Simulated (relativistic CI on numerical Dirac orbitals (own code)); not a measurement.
## Slater and spin-orbit integrals, Ba2+

Calculated at this level of theory: Dirac-Coulomb-Breit CI, separate exchange-only KLI orbitals for each configuration, a model potential for QED, valence Slater integrals scaled by 0.85, P86 correlation energy added to each configuration (own radial code, finite nucleus).

Slater integrals F^k, G^k are unscaled and averaged over j, outside the closed core [Kr] 4d10; ζ comes from projecting the Hamiltonian with its Breit term on Σ l·s of the shell.

- 5s²5p⁵5d: ζ(5p) = 11459, F^2(5p,5d) = 39948, G^1(5p,5d) = 45722, G^3(5p,5d) = 28347, ζ(5d) = 432.73 cm⁻¹; <r>(5p) = 1.886, <r^2>(5p) = 4.017, <r>(5d) = 2.751, <r^2>(5d) = 8.692 (bohr units).
- 5s²5p⁵5f: ζ(5p) = 11899, F^2(5p,5f) = 5686.1, G^2(5p,5f) = 649.93, G^4(5p,5f) = 581.1, ζ(5f) = 27.915 cm⁻¹; <r>(5p) = 1.857, <r^2>(5p) = 3.888, <r>(5f) = 6.641, <r^2>(5f) = 49.04 (bohr units).
- 5s²5p⁵6s: ζ(5p) = 11739, G^1(5p,6s) = 5492.6 cm⁻¹; <r>(5p) = 1.866, <r^2>(5p) = 3.933, <r>(6s) = 3.903, <r^2>(6s) = 16.96 (bohr units).

In this model ζ of a weakly bound d, f or g electron outside closed shells comes out too small, for d by up to a factor of two or three and at times with the wrong sign; that of an outer p electron is too small as well.

Correlation outside the listed configurations is missing or only estimated: errors of thousands of cm⁻¹ between configurations and terms are usual at this charge. Rates and lifetimes follow the computed energies and can be off by large factors. The fine structure of a lone outer electron comes out too small, for d and f at times inverted, and misplaced configurations move strength between like terms. 22 of the 37 excited levels that our extract of the measured tables holds in this range could be paired (the sources list more); they are missed by 3427 cm⁻¹ on average and 7317 at most, and levels without a partner can miss by more.

Averages of the first 10 configurations, taken without configuration mixing, which lowers the lowest level and can move excited configurations by several eV; other configurations of the list can lie among them:

| Configuration | Parity | States | Average energy above the lowest level (eV) |
| --- | --- | --- | --- |
| 5s²5p⁶ | even | 1 | 0.0 |
| 5s²5p⁵5d | odd | 60 | 18.8 |
| 5s²5p⁵5f | even | 84 | 29.3 |
| 5s²5p⁵6s | odd | 12 | 20.1 |
| 5s²5p⁵6p | even | 36 | 23.6 |
| 5s5p⁶5d | even | 20 | 37.3 |
| 5s²5p⁵4f | even | 84 | 23.4 |
| 5s²5p⁵7s | odd | 12 | 28.0 |
| 5s²5p⁵6d | odd | 60 | 28.0 |
| 5s²5p⁵7p | even | 36 | 29.4 |
